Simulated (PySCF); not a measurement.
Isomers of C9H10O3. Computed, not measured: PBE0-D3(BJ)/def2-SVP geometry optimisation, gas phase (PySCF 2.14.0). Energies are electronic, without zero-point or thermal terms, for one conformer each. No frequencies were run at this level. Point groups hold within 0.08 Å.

Problem. Rank from lowest to highest electronic energy at this level (kcal/mol).
A. `[CH3:1][C@@H:2]([O:3][CH:4]=[O:5])[O:6][c:7]1[cH:8][cH:9][cH:10][cH:11][cH:12]1` with C1–C2–O3–C4 -111°, C2–O3–C4–O5 2°, C1–C2–O6–C7 169°, C2–O6–C7–C8 -6°
B. `[CH3:1][O:2][CH2:3][c:4]1[cH:5][cH:6][c:7]([C:8](=[O:9])[OH:10])[cH:11][cH:12]1` with C1–O2–C3–C4 -72°, O2–C3–C4–C5 -33°, C6–C7–C8–O9 178°, C7–C8–O10–H 180°

Solution. B (0.0), A (5.0).

As drawn, the lower has an O–H bond, which the higher lacks.

| SMILES | E (Eh) | E rel (kcal/mol) | dipole (D) | point group | A, B, C (MHz) |
| --- | --- | --- | --- | --- | --- |
| COCc1ccc(C(=O)O)cc1 | -573.61309 | 0.0 | 1.34 | C1 | 2623, 438.5, 400.8 |
| C[C@@H](OC=O)Oc1ccccc1 | -573.60516 | 5.0 | 0.98 | C1 | 1763, 619.9, 493.5 |
